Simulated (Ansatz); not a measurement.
`[CH3][Ga]([OH])[GeH3]` + CH₄ → `[CH3][Ga]([CH3])[OH]` + GeH₄  (formal exchange of groups at a Ga–Ge bond)

Isolated molecules relaxed with PBE0-D4/def2-TZVP in Ansatz; ΔE leaves out vibrations. CCSD(T)/CBS is the MP2 limit (def2-TZVPP, def2-QZVPP) plus CCSD(T) − MP2 in def2-TZVPP, frozen cores. This one scheme is used for every species. DFT in def2-TZVPP. For Ga, Ge outer-core shells are correlated without core-valence functions, which leaves a few kJ/mol of doubt a bond. Scalar relativity is left out up to krypton. One conformer a species, not always the lowest.

| level | ΔE (kJ/mol) | difference from CCSD(T)/CBS |
| --- | --- | --- |
| PBE0-D4 | 56.0 | 6.3 |
| B2PLYP | 52.0 | 2.3 |
| PBE | 57.2 | 7.5 |
| revPBE | 57.8 | 8.1 |
| r2SCAN0 | 53.4 | 3.7 |
| CAM-B3LYP | 48.8 | -0.9 |
| RPA@PBE/def2-TZVPP | 47.4 | -2.3 |
| MP2/def2-TZVPP | 48.1 | -1.6 |
| SCS-MP2/def2-QZVPP | 46.6 | -3.1 |
| HF/CBS(def2) | 46.7 | -3.0 |
| CCSD(T)/CBS | 49.7 | 0 |

Largest T1 diagnostic among the species: 0.013.

Leaving LDA and LC-ωPBE aside and taking each functional with its dispersion term where it has one, the values, not all of them listed here, spread over 9.5 kJ/mol, from ωB97X-V to PBE-D4. LDA lies −5.9 kJ/mol from PBE without D4. From BLYP to BHLYP (50 % exact exchange), in def2-TZVPP and without D4, ΔE moves by −4.7 kJ/mol.

CCSD(T)/CBS has its own doubt, a few kJ/mol and more with outer-core shells, so smaller differences from it don't rank the levels.
